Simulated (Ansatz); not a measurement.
Molecule: sum formula BHCl, net charge 1, singlet state. 
Structure (B3LYP-D3(BJ)/def2-TZVP (Ansatz, a quantum-chemistry and plane-wave program) minimum search):
```xyz
3

B      0.0000     0.0000    -1.1260
Cl     0.0000     0.0000     0.4663
H      0.0000     0.0000    -2.2967
```
Charge +1, spin multiplicity 1.

Basis-set convergence of Hartree-Fock and CCSD(T) correlation energies (hartree) with Ansatz. Correlated levels leave the core frozen unless marked. Spin-orbit coupling is left out. No relativistic terms.

| basis | functions | E(HF) | E(corr, CCSD(T)) |
|---|---|---|---|
| def2-SVPD | 55 | -484.30162 | -0.23796 |
| def2-TZVPPD | 105 | -484.48594 | -0.29735 |
| def2-QZVPPD | 175 | -484.49959 | -0.31848 |

Extrapolating the two largest sets (X = 3 and 4) as X^-3: E(corr) = (64·(-0.31848) - 27·(-0.29735))/37 = -0.3339 Eh, an estimate of the basis-set limit. The largest set recovers 95.4 % of it, the smallest 71.3 %.
